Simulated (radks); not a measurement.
Results of a calculation; reference values are marked as such.
Ionisation of Hg+, [Xe] 4f14 5d10 6s1, to Hg2+, [Xe] 4f14 5d10, under several functionals. Dirac Kohn-Sham, spin-unpolarised, spherical densities, finite nucleus; a radial shooting solver on a logarithmic mesh with Libxc functionals.

functional         E(Hg+) (hartree)  Exc (hartree)  IE (eV)  -e(HOMO) (eV)  <r> HOMO (bohr)  IE error (eV)
exchange-only B88       -19653.6871      -370.0907   18.186         13.922            2.539         -0.571
exchange-only LDA       -19637.8391      -354.0932   18.184         13.918            2.527         -0.572
BLYP                    -19658.0112      -374.4501   19.070         14.757            2.523         +0.313
Wu-Cohen GGA            -19655.6873      -372.1246   19.017         14.773            2.495         +0.260

NIST Atomic Spectra Database: 18.757 eV (measured). Closest: Wu-Cohen GGA. The Delta-SCF values span 0.89 eV, the total energies 20.17 hartree. The highest occupied level is 6s1/2. Spin polarisation and multiplet splitting are left out, so open shells lie too high by an amount that depends on their filling.

Beside tabulated values, note that spin-unpolarised runs miss the spin-polarisation part of the exchange energy of open shells.
